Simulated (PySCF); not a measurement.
Several orderings of computed values.

Each SMILES stands for a single optimised conformer of the isolated species (atoms past krypton carry core potentials, spin–orbit coupling is left out); the electronic structure was computed with PySCF and density fitting.

The conformers computed, where there is a choice (atom-mapped SMILES and torsion angles):
- `[CH3:1][P+:2]([CH3:3])([BH2-:4][C:5]#[N:6])[CH:7]1[CH2:8][CH2:9]1`: C1–P2–B4–C5 56°, C1–P2–C7–C8 -45°
- `[BH3-:1][n+:2]1[cH:3][cH:4][c:5]([CH2:6][CH3:7])[cH:8][cH:9]1`: C4–C5–C6–C7 90°
- `[CH3:1][C:2]([CH3:3])([CH3:4])[p:5]1[cH:6][cH:7][c:8]2[cH:9][cH:10][cH:11][cH:12][c:13]12`: C1–C2–P5–C6 51°
- `[BH3-:1][P@@+:2]([CH3:3])([c:4]1[cH:5][cH:6][c:7]([Cl:8])[cH:9][cH:10]1)[C:11]([CH3:12])([CH3:13])[CH3:14]`: B1–P2–C4–C5 -152°, B1–P2–C11–C12 179°
- `[SiH3:1][GeH2:2][CH2:3][Cl:4]`: Si1–Ge2–C3–Cl4 -48°
- `[OH:1][c:2]1[cH:3][cH:4][cH:5][c:6]([OH:7])[cH:8]1`: H–O1–C2–C3 0°, H–O7–C6–C5 0°

(1) Rank by lowest singlet excitation, highest first (TDDFT PBE0/def2-SVPD at PBE0-D3(BJ)/def2-SVP geometries).
A. `C[P+](C)([BH2-]C#N)C1CC1`
B. `CC[N]=[Ta]([F])([F])[F]`
C. `[BH3-][n+]1cccc(C)c1C`
D. `[BH3-][n+]1ccc(CC)cc1`

(2) By how much do the two ends of that ranking differ?

(3) Rank by smallest rotational constant, lowest first (PBE0-D3(BJ)/def2-SVP).
A. `C(#N)[BH2-][P+](C)(C)C1CC1`
B. `CC[N]=[Ta]([F])([F])[F]`
C. `[SiH3][GeH2][CH2]Cl`
D. `[BH3-][P@@+](C)(c1ccc(Cl)cc1)C(C)(C)C`
E. `CC(C)(C)p1ccc2ccccc21`

(4) Rank by electronic spatial extent ⟨r²⟩ about the centre of nuclear charge, highest first (wB97X-D/def2-SVPD at PBE0-D3(BJ)/def2-SVP geometries).
A. `c1(O)cccc(O)c1`
B. `CC(C)(C)p1ccc2ccccc21`
C. `[SiH3][GeH2][CH2]Cl`
D. `[BH3-][P@@+](C)(c1ccc(Cl)cc1)C(C)(C)C`

(5) Rank by dipole moment, highest first (PBE0/def2-SVPD at PBE0-D3(BJ)/def2-SVP geometries).
A. `[BH3-][n+]1ccc(CC)cc1`
B. `C1CC1[P+](C)(C)[BH2-]C#N`
C. `CC[N]=[Ta]([F])([F])[F]`
D. `[BH3-][n+]1cccc(C)c1C`

(6) By how much do the two ends of that ranking differ?

(7) Rank by lowest triplet excitation (Tamm–Dancoff), highest first (TDA PBE0/def2-SVPD at PBE0-D3(BJ)/def2-SVP geometries).
A. `CC[N]=[Ta]([F])([F])[F]`
B. `C[P+](C)([BH2-]C#N)C1CC1`
C. `[BH3-][n+]1ccc(cc1)CC`
D. `[BH3-][N+]1=CC=CC(C)=C1C`

(8) Give the two extremes of that set in kJ/mol.

(9) Rank by HOMO–LUMO gap, highest first (PBE0/def2-SVPD at PBE0-D3(BJ)/def2-SVP geometries).
A. `CC[N]=[Ta]([F])([F])[F]`
B. `C[P+](C)([BH2-]C#N)C1CC1`
C. `[BH3-][n+]1ccc(CC)cc1`
D. `[BH3-][n+]1cccc(C)c1C`

## Answers

(1) A (6.97 eV), B (5.05 eV), C (4.76 eV), D (4.51 eV).

(2) By 2.46 eV, between `C[P+](C)([BH2-]C#N)C1CC1` and `[BH3-][n+]1ccc(CC)cc1`.

(3) D (0.267 GHz), E (0.465 GHz), A (0.889 GHz), B (0.988 GHz), C (1.187 GHz).

(4) D (4358 bohr²), B (2626 bohr²), C (963 bohr²), A (910 bohr²).

(5) B (7.70 D), A (7.49 D), D (6.26 D), C (1.47 D).

(6) By 6.23 D, between `C[P+](C)([BH2-]C#N)C1CC1` and `CC[N]=[Ta]([F])([F])[F]`.

(7) B (5.90 eV), A (4.50 eV), D (3.79 eV), C (3.63 eV).

(8) `[BH3-][n+]1ccc(CC)cc1`: 350 kJ/mol; `C[P+](C)([BH2-]C#N)C1CC1`: 569 kJ/mol.

(9) B (7.95 eV), A (6.89 eV), D (5.58 eV), C (5.32 eV).
